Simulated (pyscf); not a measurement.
Structures and frequencies: ωB97X-D3(BJ)/def2-SVP in PySCF. Correlated levels are frozen-core, on RHF or UHF. ΔMP2 is the change of the MP2 total energy from the triple- to the quadruple-zeta basis.

Question: How much does it cost (ΔH, 298 K, CCSD(T)/def2-TZVPP + ΔMP2(QZVPP)) to split H₃Si–PH–GeH₃ at its Ge–P bond into H₃Si–PH• + GeH₃•?

Answer: Ge–P to H₃Si–PH• + GeH₃•: 67.4 kcal/mol. Other isomers of H₃Si–PH• were not searched in full and may lie lower. The CCSD(T) − MP2 part came from Ansatz, without density fitting, on the same reference. The frozen core leaves the outer d or s,p core shells of the metals and heavy elements correlated in the MP2 and CC values, and def2-TZVPP describes them poorly, which can shift differences by a few kcal/mol. Elements up to Kr have no core potential and no relativistic terms here.
